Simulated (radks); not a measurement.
Values are calculated unless marked as measured or tabulated.
Species: the argon ion Ar8+. Configuration: [Ne]. Level of theory: scalar-relativistic Kohn-Sham, r2SCAN, spin-unpolarised, spherical densities, finite nucleus; meta-GGA in the generalised Kohn-Sham scheme; Fermi nuclear charge, rms radius 3.4274 fm (a radial shooting solver on a logarithmic mesh with Libxc functionals).

Unscreened Slater integrals over Kohn-Sham orbitals (hartree).

integral     value
F0(2p,2p)   2.4770
F2(2p,2p)   1.1576
F0(2p,2s)   2.3217
G1(2p,2s)   1.3662
F0(2p,1s)   3.4329
G1(2p,1s)  0.52420
F0(2s,2s)   2.2192
F0(2s,1s)   3.1252
G0(2s,1s)  0.27094
F0(1s,1s)   10.982
